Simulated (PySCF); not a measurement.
## Orbital picture of InS

PBE0 at R = 2.282 Å; In cc-pVTZ-PP with ECP28, S cc-pV(T+d)Z; scalar-relativistic core potentials (PySCF 2.14). State: ²Σ⁺ (doublet), unpaired electrons σ ↑. Only the outer orbitals are listed, counted within each symmetry, core potentials removing the inner ones.

| spin | orbital | occ. | ε (eV) | on In (%) | main shells (%) |
| --- | --- | --- | --- | --- | --- |
| α | 7σ | 1 | -18.15 | 17 | 82 S s |
| α | 8σ | 1 | -10.67 | 61 | 60 In s, 33 S p |
| α | 9σ | 1 | -7.25 | 58 | 42 S p, 31 In p, 27 In s |
| α | 4π | 1 | -6.90 | 14 | 86 S p, 12 In p |
| α | 4π | 1 | -6.90 | 14 | 86 S p, 12 In p |
| α | 5π | 0 | -1.79 | 90 | 87 In p, 9 S p |
| α | 5π | 0 | -1.79 | 90 | 87 In p, 9 S p |
| α | 10σ | 0 | 0.34 | 97 | 78 In p, 11 In d |
| β | 7σ | 1 | -17.42 | 17 | 83 S s |
| β | 8σ | 1 | -9.66 | 69 | 68 In s, 23 S p |
| β | 4π | 1 | -6.70 | 14 | 86 S p, 12 In p |
| β | 4π | 1 | -6.70 | 14 | 86 S p, 12 In p |
| β | 9σ | 0 | -4.32 | 54 | 45 S p, 30 In p, 22 In s |
| β | 5π | 0 | -1.48 | 90 | 88 In p, 9 S p |
| β | 5π | 0 | -1.48 | 90 | 88 In p, 9 S p |

Problem. Which are the highest filled and the lowest empty level, where do they sit, and how wide is the gap?

Solution. Highest filled β 4π at -6.70 eV (in %: 86 S p, 12 In p); lowest empty β 9σ at -4.32 eV (in %: 45 S p, 30 In p, 22 In s); the gap at PBE0 is 2.38 eV.

```
bond order (Mayer)                              : 1.82
⟨S²⟩                                            : 0.760
charge on In (Mulliken, basis-dependent)        : 0.36
charge on In (Löwdin, basis-dependent)          : 0.05
dipole moment (positive dipole means In(−)S(+)) : -4.17 D
polarisability along the bond                   : 87.7 bohr³
polarisability across the bond                  : 57.0 bohr³
```

Spin–orbit coupling is left out. The state is the lowest determinant that a PBE0 search found; another state may lie lower at other levels.
